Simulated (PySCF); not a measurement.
**Spin states of TlCl**

Unrestricted PBE0; Tl def2-SVP with ECP60, Cl def2-SVP; scalar-relativistic core potentials (PySCF 2.14). Outer shells of the fragments: Tl 5d10 6s2 6p1; Cl 3s2 3p5.

Followed along the bond (rough minima from three points):

| 2Ms+1 | unpaired | ⟨S²⟩ at the start | R at minimum (Å) | Te (eV) |
| --- | --- | --- | --- | --- |
| 1 | none | 0.00 | 2.53 | 0.00 |
| 3 | σ ↑, π ↑ | 2.01 | 2.61 | 4.03 |

Solutions found at the starting distance of 2.400 Å, counted from the lowest of them; the search is not exhaustive and high or unbound solutions are not listed, so other states can lie among these:

```tsv
2Ms+1	unpaired	term	E (eV)	⟨S²⟩	⟨Lz²⟩	μ (D)
1	none	¹Σ⁺	0.00	0.00	0.00	-3.35
3	σ ↑, π ↑	³Π	4.04	2.01	1.00	-1.41
1	σ ↓, π ↑	mixed	4.34	1.01	1.00	-1.02
3	π ↑↑	mixed	5.47	2.00	2.01	2.71
3	π ↑↑	mixed	5.60	2.00	2.01	2.73
3	σ ↑↑	³Σ⁺	5.85	2.00	0.00	0.24
3	σ ↑, π ↑	³Π	7.17	2.00	1.01	3.65
```

A term symbol is given only where ⟨S²⟩ and ⟨Lz²⟩ are close to those of a pure state; real π, δ and φ orbitals otherwise mix terms. A positive dipole means Tl(−)Cl(+).

The measured ground state is X ¹Σ+ (Huber and Herzberg, Constants of Diatomic Molecules (1979)).

These are scalar-relativistic numbers at best; spin–orbit coupling would shift them, the dissociation energy most. Counting both spins, an empty level lies below a filled one in some of these solutions, because spin and occupation are held.
